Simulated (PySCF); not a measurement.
This PySCF input asks for the NMR shieldings of SMILES [C@H](BC)(CCC)B(C)N, C6H17B2N; the geometry comes from GFN2-xTB.

```python
import basis_set_exchange as bse
import numpy as np
from pyscf import gto, dft
from pyscf.prop import nmr

atoms = """
C    -0.762011    2.828793   -0.255757
B    -0.302243    1.500568    0.460082
C    -0.246695    0.130282   -0.298404
C     0.837853   -0.831336    0.210381
C     2.238536   -0.280413   -0.052766
C     3.327490   -1.199437    0.488092
B    -1.735452   -0.462766   -0.130315
C    -2.103612   -1.483325    1.026909
N    -2.715859   -0.056217   -1.020513
H    -1.635742    3.254730    0.237201
H    -0.997241    2.718313   -1.312094
H     0.019116    3.584808   -0.174063
H    -0.038898    1.550519    1.604249
H    -0.082464    0.284603   -1.370058
H     0.714056   -0.990364    1.282256
H     0.742376   -1.802239   -0.283767
H     2.379131   -0.147598   -1.128701
H     2.324649    0.703723    0.414233
H     3.262275   -2.183699    0.027869
H     3.222913   -1.318590    1.564490
H     4.314624   -0.789853    0.283700
H    -3.166331   -1.715162    1.064694
H    -1.818751   -1.088100    1.999418
H    -1.571721   -2.425340    0.910917
H    -3.672600   -0.366005   -0.977714
H    -2.554443    0.606719   -1.760002
"""
names = dict.fromkeys(["C", "B", "N", "H"], "pcSseg-1")
basis = {el: gto.basis.parse(bse.get_basis(n, elements=[el], fmt="nwchem")) for el, n in names.items()}
mol = gto.M(atom=atoms, basis=basis, charge=0, verbose=0)
mf = dft.RKS(mol, xc="PBE0")
mf.grids.level = 2
mf.grids.alignment = dft.numint.BLKSIZE   # the property module wants whole blocks of grid points
mf.conv_tol = 1e-9
mf.kernel()

calc = nmr.RKS(mf)   # GIAO
C = mf.mo_coeff
Co = C[:, mf.mo_occ > 0]
resp = mf.gen_response(singlet=True, hermi=2)
def vind(x):   # induced exchange potential for any number of trial vectors
    d = np.einsum("pi,xij,qj->xpq", C, 2 * x.reshape(-1, C.shape[1], Co.shape[1]), Co, optimize=True)
    return np.einsum("xpq,pi,qj->xij", resp(d - d.transpose(0, 2, 1)), C, Co, optimize=True).ravel()
mo1, _ = nmr.rhf.solve_mo1(calc, with_cphf=vind)
sigma = calc.kernel(mo1)
for i, s in enumerate(sigma):   # ppm
    w = np.linalg.eigvalsh((s + s.T) / 2)
    print("%2d %-2s iso %8.1f  s11 %8.1f  s22 %8.1f  s33 %8.1f" % (i, mol.atom_pure_symbol(i), w.mean(), *w))
```

Question: What does it print?

Answer: 
```
 0 C  iso    169.7  s11    148.3  s22    178.6  s33    182.2
 1 B  iso     12.8  s11    -67.7  s22    -11.7  s33    117.6
 2 C  iso    126.6  s11     75.5  s22    137.0  s33    167.1
 3 C  iso    147.0  s11    132.7  s22    142.8  s33    165.7
 4 C  iso    152.0  s11    134.0  s22    149.0  s33    173.0
 5 C  iso    169.1  s11    157.0  s22    162.1  s33    188.1
 6 B  iso     57.0  s11     23.8  s22     36.2  s33    111.1
 7 C  iso    180.4  s11    168.7  s22    179.3  s33    193.2
 8 N  iso    154.7  s11     70.7  s22    189.6  s33    203.6
 9 H  iso     30.8  s11     27.4  s22     28.7  s33     36.3
10 H  iso     30.7  s11     27.7  s22     31.0  s33     33.3
11 H  iso     30.8  s11     27.5  s22     28.3  s33     36.6
12 H  iso     24.0  s11     16.5  s22     27.5  s33     28.2
13 H  iso     29.5  s11     25.8  s22     29.8  s33     32.9
14 H  iso     29.7  s11     25.4  s22     30.4  s33     33.2
15 H  iso     30.3  s11     25.9  s22     31.2  s33     33.8
16 H  iso     30.5  s11     25.6  s22     31.3  s33     34.6
17 H  iso     30.9  s11     26.2  s22     31.6  s33     34.8
18 H  iso     30.8  s11     26.7  s22     29.0  s33     36.6
19 H  iso     30.7  s11     26.5  s22     29.2  s33     36.3
20 H  iso     30.5  s11     25.8  s22     27.7  s33     38.1
21 H  iso     31.8  s11     27.5  s22     29.8  s33     38.1
22 H  iso     31.3  s11     26.9  s22     30.7  s33     36.3
23 H  iso     31.1  s11     26.6  s22     30.7  s33     36.0
24 H  iso     27.8  s11     22.6  s22     25.1  s33     35.8
25 H  iso     27.8  s11     22.5  s22     26.6  s33     34.3
```

These numbers come from an equivalent density-fitted implementation of the same equations, which agrees with the script to about 0.01 ppm for H and up to a few tenths of a ppm for heavy atoms, so last digits may differ.

Size and cost of the density-fitted run: 238 basis functions, 64 s wall time on 1 thread of an Arm Neoverse V2, shared host; peak memory 1.1 GiB.
